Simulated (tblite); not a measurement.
Input of a run (GFN2-xTB geometry optimisation, gas phase (tblite 0.8.0)), started from a force field or distance geometry:
```
{"job": {"kind": "relax", "xc": "GFN2-xTB", "basis": "xTB"}, "charge": 0, "multiplicity": 1}
C      2.701100     1.145200    -1.749900
C      1.618900     0.544400    -0.965300
C      0.758100     0.035400    -0.298100
C     -0.326600    -0.579900     0.497300
C     -1.072200    -1.628800    -0.333400
C      0.309000    -1.283800     1.715400
C     -1.343800     0.464500     0.985700
C     -1.750200     1.561900     0.037000
O     -1.854700     0.402100     2.111300
H      2.852600     0.586600    -2.669900
H      2.437000     2.176800    -2.017700
H      3.628700     1.159400    -1.187400
H     -1.511200    -1.178200    -1.232100
H     -0.396600    -2.431200    -0.671700
H     -1.895800    -2.074000     0.226300
H      0.815300    -0.558100     2.382500
H      1.062900    -2.019400     1.410900
H     -0.437400    -1.808900     2.325000
H     -0.943300     2.279600    -0.079100
H     -2.029900     1.135400    -0.928600
H     -2.630800     2.088200     0.441100
```

Output (eV, eV/Å):
```
step      E/eV     max force
  0    -741.39452    2.365
  1    -741.42318    2.906
  2    -741.47388    0.619
  3    -741.47717    1.060
  4    -741.49024    0.377
  5    -741.50292    0.226
  6    -741.50841    0.268
  7    -741.51272    0.139
  8    -741.51537    0.117
  9    -741.51748    0.100
 10    -741.51863    0.089
 11    -741.51948    0.061
 12    -741.52027    0.067
 13    -741.52110    0.077
 14    -741.52187    0.078
 15    -741.52258    0.075
 16    -741.52332    0.085
 17    -741.52408    0.071
 18    -741.52470    0.056
 19    -741.52511    0.045
 20    -741.52538    0.044
 21    -741.52558    0.035
 22    -741.52574    0.031
 23    -741.52588    0.031
 24    -741.52601    0.032
 25    -741.52615    0.028
 26    -741.52631    0.032
 27    -741.52647    0.034
 28    -741.52663    0.032
 29    -741.52678    0.030
 30    -741.52691    0.028
 31    -741.52700    0.025
 32    -741.52707    0.017
 33    -741.52715    0.021
 34    -741.52729    0.034
 35    -741.52750    0.042
 36    -741.52778    0.046
 37    -741.52811    0.040
 38    -741.52852    0.053
 39    -741.52904    0.068
 40    -741.52960    0.064
 41    -741.53006    0.051
 42    -741.53037    0.053
 43    -741.53062    0.043
 44    -741.53087    0.041
 45    -741.53109    0.038
 46    -741.53125    0.024
 47    -741.53137    0.023
 48    -741.53151    0.030
 49    -741.53168    0.035
 50    -741.53188    0.041
 51    -741.53208    0.044
 52    -741.53228    0.035
 53    -741.53253    0.037
 54    -741.53276    0.031
 55    -741.53293    0.031
 56    -741.53304    0.023
 57    -741.53312    0.022
 58    -741.53319    0.019
 59    -741.53325    0.024
 60    -741.53332    0.025
 61    -741.53340    0.020
 62    -741.53348    0.020
 63    -741.53355    0.018
 64    -741.53360    0.016
 65    -741.53365    0.014
 66    -741.53371    0.021
 67    -741.53379    0.026
 68    -741.53391    0.027
 69    -741.53402    0.030
 70    -741.53413    0.029
 71    -741.53424    0.026
 72    -741.53437    0.031
 73    -741.53449    0.029
 74    -741.53458    0.021
 75    -741.53465    0.022
 76    -741.53473    0.028
 77    -741.53484    0.033
 78    -741.53496    0.026
 79    -741.53506    0.027
 80    -741.53515    0.025
 81    -741.53524    0.029
 82    -741.53538    0.035
 83    -741.53553    0.048
 84    -741.53566    0.047
 85    -741.53575    0.029
 86    -741.53581    0.016
 87    -741.53584    0.014
 88    -741.53587    0.016
 89    -741.53588    0.012
 90    -741.53590    0.006
```

Question: Summarise the run.

Answer: The energy falls by 13.6 kJ/mol over 90 L-BFGS steps, the largest force on an atom goes from 2.37 to 0.006 eV/Å, and the atoms move by 0.172 Å rms after alignment. The bond that changes most is C7=O9 (ketone carbonyl carbon to ketone oxygen), which shortens by 0.034 Å. Bonds longer at the end by more than 0.005 Å: 1 of 20; shorter: 12. Among the angles that change most is H19–C8–H20, from 110.7° to 107.6°. Among the dihedrals that turn most is C3–C4–C7–C8, from 41° to 26°. The energy never rose by more than 1e-5 eV on the way. The first step brought 20 % of the lowering.

Question: What are the final bond lengths?

Answer: C1–C2 1.447 Å, C2≡C3 1.199 Å, C3–C4 1.455 Å, C4–C5 1.540 Å, C4–C6 1.533 Å, C4–C7 1.536 Å, C7–C8 1.505 Å, C7=O9 1.204 Å, C1–H10 1.090 Å, C1–H11 1.090 Å, C1–H12 1.090 Å, C5–H13 1.088 Å, C5–H14 1.088 Å, C5–H15 1.088 Å, C6–H16 1.088 Å, C6–H17 1.087 Å, C6–H18 1.087 Å, C8–H19 1.089 Å, C8–H20 1.087 Å, C8–H21 1.087 Å. Numbering counts from 1 in the input's order; the species is `CC#CC(C)(C)C(C)=O`.

GFN2-xTB frequencies show an imaginary mode (29i cm⁻¹), so the point is no minimum at that level.

All values are computed, not measured.
